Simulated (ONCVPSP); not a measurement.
## Ag (Z = 47): excitation energies, all-electron against ONCV

* Element: silver
* Generator: ONCVPSP 4.0.1
* Type: optimised norm-conserving Vanderbilt (ONCV)
* Functional: PBEsol
* Relativity: fully relativistic
* Frozen core: [Ar] 3d10
* Valence charge: 19
* Reference configuration: 4s2 4p6 4d10 5s1
* Partial waves: 4s+5s: rc 1.45 bohr, ncon 4, nbas 7, qcut 9.6 1/bohr, 2 projectors; 4p: rc 1.25 bohr, ncon 4, nbas 7, qcut 13.8 1/bohr, 1 projector; 4d: rc 1.10 bohr, ncon 3, nbas 7, qcut 10.2 1/bohr, local
* Local potential: the d channel
* Core correction: Teter function, fcfact 3, rcfact 1.35

Open shells are filled in proportion to 2j + 1.

Energies are relative to the spin-unpolarised reference configuration 4s2 4p6 4d10 5s1; without spin polarisation the order of configurations can differ from experiment. The d channel is local and has no spin–orbit splitting in the pseudo-atom.

Question: Give the all-electron excitation energy and the error of the potential for: 4s2 4p6 4d10 5s0; 4s2 4p6 4d9 5s0; 4s2 4p6 4d8 5s0; 4s2 4p6 4d9 5s2.

Answer:

```json
{"valence configuration": "4s2 4p6 4d10 5s0", "charge": "+1", "ΔE all-electron (eV)": "7.748", "error AE − PS (meV)": "-0.3"}
{"valence configuration": "4s2 4p6 4d9 5s0", "charge": "+2", "ΔE all-electron (eV)": "29.863", "error AE − PS (meV)": "+1.8"}
{"valence configuration": "4s2 4p6 4d8 5s0", "charge": "+3", "ΔE all-electron (eV)": "66.043", "error AE − PS (meV)": "+7.2"}
{"valence configuration": "4s2 4p6 4d9 5s2", "charge": "0", "ΔE all-electron (eV)": "4.052", "error AE − PS (meV)": "+3.0"}
```

The potential misses its own reference levels by up to 0.3 eV.
